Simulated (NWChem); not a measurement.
System meant: SiH2O2, singlet; SMILES O[Si]O

Input file for NWChem:

```
start job
memory heap 200 mb stack 900 mb global 1100 mb
geometry units angstroms noautoz
  Si     0.626107     0.020542     0.000000
  O     -0.411497     1.317374     0.000000
  H     -1.354995     1.103873     0.000000
  O     -0.518460    -1.209484     0.000000
  H     -0.167354    -2.106665     0.000000
end
basis spherical
  Si library def2-svp
  O library def2-svp
  H library def2-svp
end
dft
  xc pbe0
  iterations 4
  mulliken
end
task dft energy
```

End of the output:

```
    Atom       Charge   Shell Charges
 -----------   ------   -------------------------------------------------------
    1 Si  14    13.71   2.00  1.95  0.89  0.70  5.80  1.08  0.84  0.44
    2 O    8     8.21   1.97  0.89  0.60  2.71  2.03  0.01
    3 H    1     0.92   0.55  0.19  0.18
    4 O    8     8.23   1.97  0.89  0.61  2.70  2.04  0.01
    5 H    1     0.92   0.55  0.18  0.19

 center of mass
 --------------
 x =   0.04492236 y =   0.03125036 z =   0.00000000

 moments of inertia (a.u.)
 ------------------
         203.017596585706           0.000000000000           0.000000000000
           0.000000000000          70.799614965171           0.000000000000
           0.000000000000           0.000000000000         273.817211550877

     Multipole analysis of the density
     ---------------------------------

     L   x y z        total         alpha         beta         nuclear
     -   - - -        -----         -----         ----         -------
     0   0 0 0     -0.000000    -16.000000    -16.000000     32.000000

     1   1 0 0     -0.274545     -0.137272     -0.137272      0.000000
     1   0 1 0     -0.734749     -0.367374     -0.367374      0.000000
     1   0 0 1     -0.000000     -0.000000     -0.000000      0.000000

     2   2 0 0    -18.233680    -28.523239    -28.523239     38.812799
     2   1 1 0     -1.706080      0.185803      0.185803     -2.077686
     2   1 0 1      0.000000      0.000000      0.000000      0.000000
     2   0 2 0    -16.726330    -64.135525    -64.135525    111.544720
     2   0 1 1     -0.000000     -0.000000     -0.000000      0.000000
     2   0 0 2    -17.248602     -8.624301     -8.624301      0.000000

 ------------------------------------------------------------------------
 dft energy failed                                                                                  0
 ------------------------------------------------------------------------
 ------------------------------------------------------------------------
  current input line :
    20: task dft energy
 ------------------------------------------------------------------------
 ------------------------------------------------------------------------
 This type of error is most commonly associated with calculations not reaching convergence criteria
 ------------------------------------------------------------------------
 For more information see the NWChem manual at https://nwchemgit.github.io

0:dft energy failed:Received an Error in Communication
```

Can this run be used? If not, why, and what is the fix?

The run did not converge; its last values are not results. Cause: the SCF was allowed too few iterations. This input runs:
```
start job
memory heap 200 mb stack 900 mb global 1100 mb
geometry units angstroms noautoz
  Si     0.626107     0.020542     0.000000
  O     -0.411497     1.317374     0.000000
  H     -1.354995     1.103873     0.000000
  O     -0.518460    -1.209484     0.000000
  H     -0.167354    -2.106665     0.000000
end
basis spherical
  * library def2-svp
end
dft
  xc pbe0
  iterations 150
  mulliken
end
task dft energy
```
It converges to -440.70459 Ha (PBE0/def2-SVP).
